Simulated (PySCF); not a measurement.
## Stationary points of MoO₂Cl₂

Computed with PBE0/[Mo def2-TZVP with ECP28, O def2-TZVP, Cl def2-TZVP], scalar-relativistic core potentials, density fitting, no spin–orbit coupling, PySCF.

Relaxations began from a few typed shapes. The search is not exhaustive: other isomers or separated fragments can lie lower, and high-lying points may rest on an excited occupation.

| spin | group | bonds | angles | imaginary modes (cm⁻¹) | ΔE (kJ/mol) | ΔE with ZPE (kJ/mol) |
| --- | --- | --- | --- | --- | --- | --- |
| singlet | C2v | Mo–Cl 2.243 Å (×2), Mo–O 1.663 Å (×2) | Cl–Mo–Cl 111.7°, Cl–Mo–O 109.6° (×4), O–Mo–O 106.7° | none | 0.0 | 0.0 |
| singlet | C2v | Mo–Cl 2.243 Å (×2), Mo–O 1.663 Å (×2) | Cl–Mo–Cl 111.8°, Cl–Mo–O 109.5° (×4), O–Mo–O 106.7° | none | 0.2 | 0.2 |
| singlet | C2v | Mo–Cl 2.380 Å (×2), Mo–O 1.664 Å (×2) | Cl–Mo–Cl 82.9°, Cl–Mo–O 88.4° (×2), Cl–Mo–O 171.2° (×2), O–Mo–O 100.4° | 243i, 94i | 369.5 | – |
| singlet | D2h | Mo–Cl 2.282 Å (×2), Mo–O 1.741 Å (×2) | Cl–Mo–Cl 180.0°, Cl–Mo–O 90.0° (×4), O–Mo–O 180.0° | 485i, 226i, 122i | 552.7 | – |

The lowest minimum found is the singlet C2v: Mo–Cl 2.243 Å (×2), Mo–O 1.663 Å (×2); Cl–Mo–Cl 111.7°, Cl–Mo–O 109.6° (×4), O–Mo–O 106.7°.

Formally Mo is in oxidation state +6, d0. The polar-tensor charge on Mo, 2.19, is far below the formal one.
